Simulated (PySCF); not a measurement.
PySCF job for methylcyclobutane (C₅H₁₀), SMILES CC1CCC1, PBE0-D3(BJ)/def2-SVP. Coordinates come from a PBE0-D3(BJ)/def2-SVP optimisation.

```python
import numpy as np
from pyscf import gto, scf, dft, df
from pyscf.hessian import thermo

mol = gto.M(
    atom='''
    C     1.91438276    0.13347026    0.00000000
    C     0.50192216   -0.40562858   -0.00000000
    C    -0.49846539    0.07788402   -1.07232561
    C    -1.60318433    0.04666656    0.00000000
    C    -0.49846539    0.07788402    1.07232561
    H     2.47262743   -0.20097582   -0.88917844
    H     1.91477220    1.23590044    0.00000001
    H     2.47262743   -0.20097582    0.88917845
    H     0.52311716   -1.50952868   -0.00000001
    H    -0.62779160   -0.53476528   -1.97795423
    H    -0.26878100    1.11077276   -1.38253998
    H    -2.13952729   -0.91500784   -0.00000001
    H    -2.34761067    0.85691504    0.00000001
    H    -0.26878101    1.11077276    1.38254000
    H    -0.62779160   -0.53476530    1.97795423
    ''',
    basis='def2-SVP',
    charge=0,
    spin=0,
    max_memory=1600,
    verbose=3,
)
mf = dft.RKS(mol, xc='pbe0').density_fit(auxbasis='def2-universal-jkfit')
mf.disp = 'd3bj'
mf.grids.level = 3
mf.conv_tol = 1e-11
mf.max_cycle = 100
mf.kernel()

# [left out here: the lines that compute and print the analytic Hessian (its translational invariance restored by hand, since the grid's response is missing), thermochemistry and intensities]
```

It prints:

```
converged SCF energy = -196.156916915749

WARN: DFTD3 does not support analytical Hessian, using finite difference


WARN: Mole.unit (angstrom) is changed to Bohr

Mode                                 0                   1                   2
Irrep
Freq [cm^-1]                      157.0286            234.2702            316.8305
Reduced mass [au]                   1.8167              1.0598              2.0681
Force const [Dyne/A]                0.0264              0.0343              0.1223
Char temp [K]                     225.9291            337.0627            455.8486
Normal mode                   x     y     z       x     y     z       x     y     z
       0   C                -0.04  0.08 -0.00    0.00 -0.00 -0.02    0.00 -0.00  0.12
       1   C                 0.01 -0.05  0.00   -0.00  0.00  0.03    0.00  0.00 -0.10
       2   C                 0.01 -0.08 -0.02    0.02 -0.03  0.01   -0.08 -0.02 -0.05
       3   C                 0.01  0.12 -0.00   -0.00 -0.00 -0.02   -0.00  0.00  0.05
       4   C                 0.01 -0.08  0.02   -0.02  0.03  0.01    0.08  0.02 -0.05
       5   H                -0.00  0.14 -0.00   -0.23  0.42 -0.32    0.16  0.16  0.16
       6   H                -0.15  0.08  0.00    0.00 -0.00  0.50    0.00  0.00  0.33
       7   H                -0.00  0.14  0.00    0.23 -0.42 -0.32   -0.16 -0.16  0.16
       8   H                 0.10 -0.05  0.00   -0.00  0.00  0.05    0.00  0.00 -0.11
       9   H                -0.07 -0.19  0.07    0.05 -0.06  0.02   -0.16 -0.08 -0.00
      10   H                 0.09 -0.15 -0.17    0.03 -0.04 -0.02   -0.13 -0.04 -0.14
      11   H                -0.20  0.25 -0.00    0.00 -0.00 -0.00   -0.00  0.00  0.12
      12   H                 0.19  0.28 -0.00   -0.00 -0.00 -0.06    0.00  0.00  0.09
      13   H                 0.09 -0.15  0.17   -0.03  0.04 -0.02    0.13  0.04 -0.14
      14   H                -0.07 -0.19 -0.07   -0.05  0.06  0.02    0.16  0.08 -0.00
Mode                                 3                   4                   5
Irrep
Freq [cm^-1]                      415.6902            605.9071            763.4452
Reduced mass [au]                   1.8445              2.1973              1.4892
Force const [Dyne/A]                0.1878              0.4753              0.5114
Char temp [K]                     598.0857            871.7654           1098.4276
Normal mode                   x     y     z       x     y     z       x     y     z
       0   C                -0.11  0.02  0.00    0.11  0.02  0.00   -0.09 -0.01  0.00
       1   C                -0.02 -0.14 -0.00    0.07 -0.05 -0.00   -0.03  0.08  0.00
       2   C                 0.05  0.03  0.03   -0.04 -0.02  0.08    0.06 -0.02  0.01
       3   C                 0.03  0.01  0.00   -0.12  0.00  0.00   -0.00 -0.07  0.00
       4   C                 0.05  0.03 -0.03   -0.04 -0.02 -0.08    0.06 -0.02 -0.01
       5   H                -0.04  0.15 -0.01    0.13  0.05  0.00   -0.14 -0.09  0.00
       6   H                -0.35  0.03  0.00    0.08  0.03  0.00    0.01 -0.01 -0.00
       7   H                -0.04  0.15  0.01    0.13  0.05 -0.00   -0.14 -0.09 -0.00
       8   H                -0.04 -0.14 -0.00    0.12 -0.05  0.00   -0.06  0.08 -0.00
       9   H                 0.02  0.21 -0.09   -0.01  0.16 -0.05    0.30  0.03 -0.06
      10   H                 0.18  0.06  0.23   -0.04  0.04  0.26   -0.09  0.05  0.13
      11   H                 0.12 -0.04  0.00   -0.31  0.11  0.00   -0.38  0.15 -0.00
      12   H                -0.03 -0.05  0.00    0.07  0.17 -0.00    0.33  0.24  0.00
      13   H                 0.18  0.06 -0.23   -0.04  0.04 -0.26   -0.09  0.05 -0.13
      14   H                 0.02  0.21  0.09   -0.01  0.16  0.05    0.30  0.03  0.06
Mode                                 6                   7                   8
Irrep
Freq [cm^-1]                      781.1543            900.5809            912.6351
Reduced mass [au]                   1.1966              1.9306              1.7681
Force const [Dyne/A]                0.4302              0.9225              0.8677
Char temp [K]                    1123.9072           1295.7355           1313.0787
Normal mode                   x     y     z       x     y     z       x     y     z
       0   C                 0.00  0.00  0.02    0.06 -0.02  0.00   -0.00  0.00  0.09
       1   C                 0.00 -0.00  0.03   -0.01 -0.03  0.00    0.00  0.00  0.10
       2   C                 0.02  0.08 -0.01   -0.05  0.01 -0.10   -0.05  0.01 -0.09
       3   C                -0.00  0.00  0.02    0.10 -0.05  0.00   -0.00  0.00  0.00
       4   C                -0.02 -0.08 -0.01   -0.05  0.01  0.10    0.05 -0.01 -0.09
       5   H                -0.11 -0.05 -0.04    0.13  0.14 -0.02   -0.38 -0.11 -0.11
       6   H                -0.00 -0.00 -0.07   -0.18 -0.02 -0.00    0.00  0.00 -0.16
       7   H                 0.11  0.05 -0.04    0.13  0.14  0.02    0.38  0.11 -0.11
[...]
       9   H                 0.01  0.04  0.05   -0.05 -0.24 -0.32    0.05  0.23  0.32
      10   H                -0.05 -0.22  0.06    0.12  0.52 -0.15   -0.10 -0.45  0.12
      11   H                -0.03 -0.06 -0.00   -0.00 -0.00 -0.00   -0.06 -0.11 -0.00
      12   H                -0.06  0.07  0.00   -0.00  0.00  0.00   -0.13  0.14 -0.00
      13   H                -0.05 -0.22 -0.06   -0.12 -0.52 -0.15   -0.10 -0.45 -0.12
      14   H                 0.01  0.04 -0.05    0.05  0.24 -0.32    0.05  0.23 -0.32
Mode                                33                  34                  35
Irrep
Freq [cm^-1]                     3080.6909           3129.2066           3133.3371
Reduced mass [au]                   1.0636              1.1087              1.1088
Force const [Dyne/A]                5.9475              6.3962              6.4141
Char temp [K]                    4432.4284           4502.2316           4508.1744
Normal mode                   x     y     z       x     y     z       x     y     z
       0   C                -0.00 -0.00  0.00   -0.01  0.03 -0.00    0.00 -0.00  0.01
       1   C                -0.00  0.00  0.00    0.00 -0.01 -0.00   -0.00  0.00 -0.00
       2   C                -0.00 -0.01  0.01   -0.01 -0.04 -0.03    0.01  0.06  0.03
       3   C                 0.06  0.02  0.00   -0.02  0.04 -0.00    0.00 -0.00 -0.00
       4   C                -0.00 -0.01 -0.01   -0.01 -0.04  0.03   -0.01 -0.06  0.03
       5   H                 0.01 -0.00 -0.01    0.06 -0.04 -0.10    0.03 -0.02 -0.05
       6   H                 0.00  0.02 -0.00    0.00 -0.24 -0.00   -0.00  0.00  0.00
       7   H                 0.01 -0.00  0.01    0.06 -0.04  0.10   -0.03  0.02 -0.05
       8   H                 0.00 -0.01  0.00   -0.00  0.08  0.00    0.00 -0.00  0.00
       9   H                -0.00 -0.02 -0.03    0.05  0.26  0.37   -0.07 -0.31 -0.44
      10   H                 0.04  0.17 -0.05    0.06  0.27 -0.08   -0.08 -0.36  0.11
      11   H                -0.34 -0.65 -0.00   -0.11 -0.19  0.00    0.00  0.00  0.00
      12   H                -0.37  0.44 -0.00    0.28 -0.31 -0.00   -0.00  0.00 -0.00
      13   H                 0.04  0.17  0.05    0.06  0.27  0.08    0.08  0.36  0.11
      14   H                -0.00 -0.02  0.03    0.05  0.26 -0.37    0.07  0.31 -0.44
Mode                                36                  37                  38
Irrep
Freq [cm^-1]                     3136.4250           3138.8684           3148.1934
Reduced mass [au]                   1.1041              1.1036              1.1086
Force const [Dyne/A]                6.3991              6.4064              6.4736
Char temp [K]                    4512.6173           4516.1328           4529.5494
Normal mode                   x     y     z       x     y     z       x     y     z
       0   C                -0.03  0.08 -0.00    0.00 -0.00 -0.09    0.00 -0.01 -0.00
       1   C                -0.00  0.01 -0.00    0.00 -0.00 -0.00    0.00 -0.01 -0.00
       2   C                 0.00  0.01  0.01    0.00  0.01  0.00   -0.01 -0.03 -0.01
       3   C                 0.01 -0.02 -0.00   -0.00  0.00 -0.00    0.01 -0.07 -0.00
       4   C                 0.00  0.01 -0.01   -0.00 -0.01  0.00   -0.01 -0.03  0.01
       5   H                 0.19 -0.11 -0.32   -0.34  0.21  0.53   -0.02  0.01  0.04
       6   H                 0.00 -0.70 -0.00   -0.00  0.00 -0.02    0.00  0.09 -0.00
       7   H                 0.19 -0.11  0.32    0.34 -0.21  0.53   -0.02  0.01 -0.04
       8   H                 0.00 -0.14  0.00   -0.00  0.00  0.00   -0.00  0.08  0.00
       9   H                -0.01 -0.06 -0.09   -0.01 -0.03 -0.04    0.03  0.15  0.22
      10   H                -0.01 -0.06  0.02   -0.01 -0.04  0.01    0.05  0.23 -0.07
      11   H                 0.07  0.12  0.00   -0.00 -0.00  0.00    0.27  0.47  0.00
      12   H                -0.14  0.15  0.00    0.00 -0.00  0.00   -0.38  0.42  0.00
      13   H                -0.01 -0.06 -0.02    0.01  0.04  0.01    0.05  0.23  0.07
      14   H                -0.01 -0.06  0.09    0.01  0.03 -0.04    0.03  0.15 -0.22
temperature 298.1500 [K]
pressure 101325.00 [Pa]
Rotational constants [GHz] 9.74150 4.13570 3.31974
Symmetry number 1
Zero-point energy (ZPE) 0.13912 [Eh]   365256.463 [J/mol]
                           tot       elec      trans        rot        vib
Entropy [J/mol/K]       304.043      0.000    161.756    105.809     36.479
Cv [J/mol/K]             84.341      0.000     12.472     12.472     59.397
Cp [J/mol/K]             92.655      0.000     20.786     12.472     59.397
Internal energy [J/mol]                      3718.434   3718.434 372140.121
Internal energy [Eh]   -196.01234  -196.15692
Enthalpy [J/mol]                             6197.391   3718.434 372140.121
Enthalpy [Eh]          -196.01140
Gibbs free energy [J/mol]                  -42030.091 -27828.411 361264.030
Gibbs free energy [Eh] -196.04593
static polarisability / bohr^3: [[58.087  0.066  0.   ]
 [ 0.069 49.203  0.   ]
 [-0.    -0.    52.81 ]]
largest difference of analytic and finite-field dipole derivatives / e: 0.0002826660888428645
mode   freq/cm-1   IR/(km/mol)   Raman/(A^4/amu)   depolarisation
   1      157.03         0.027             0.317            0.040
   2      234.27         0.050             0.058            0.750
   3      316.83         0.084             0.448            0.750
   4      415.69         0.100             0.181            0.157
   5      605.91         2.825             3.413            0.407
   6      763.45         0.146             3.809            0.279
   7      781.15         1.028             0.451            0.750
   8      900.58         1.733             2.282            0.167
   9      912.64         0.012             4.789            0.750
  10      933.66         1.047             0.661            0.304
  11      961.74         2.325            11.499            0.750
  12      978.70         0.415             1.819            0.750
  13     1001.32         0.796            14.516            0.098
  14     1138.83         1.869             0.623            0.750
  15     1144.74         0.039             6.447            0.256
  16     1182.43         0.247             2.767            0.750
  17     1208.73         0.000             6.876            0.750
  18     1247.26         0.164            10.193            0.743
  19     1249.36         0.038             2.995            0.750
  20     1260.30         0.876             0.605            0.750
  21     1278.36         1.338             1.375            0.729
  22     1296.86         0.000             5.406            0.750
  23     1367.02         1.927             4.133            0.744
  24     1403.73         7.637             4.322            0.593
  25     1447.94         3.005             7.183            0.750
  26     1453.02         2.469            16.932            0.747
  27     1464.62         9.984            21.774            0.742
  28     1465.92         3.390            10.549            0.750
  29     1489.42         2.492             6.475            0.687
  30     3042.25        24.550           109.899            0.010
  31     3061.03         7.777           166.706            0.240
  32     3065.08        51.399             1.370            0.750
  33     3069.53        21.659           117.924            0.235
  34     3080.69        28.002           190.523            0.068
  35     3129.21        11.422            51.352            0.308
  36     3133.34        23.410            94.902            0.750
  37     3136.43        20.469            95.326            0.571
  38     3138.87        14.881            84.648            0.750
  39     3148.19        53.714            62.741            0.737
max |gradient| / (hartree/bohr): 3.122690716552323e-05
APT charges: [ 0.029   0.1093  0.041   0.0672  0.041  -0.0168 -0.0161 -0.0168 -0.0539
 -0.0351 -0.0258 -0.0281 -0.0341 -0.0258 -0.0351]
```

The run converged.
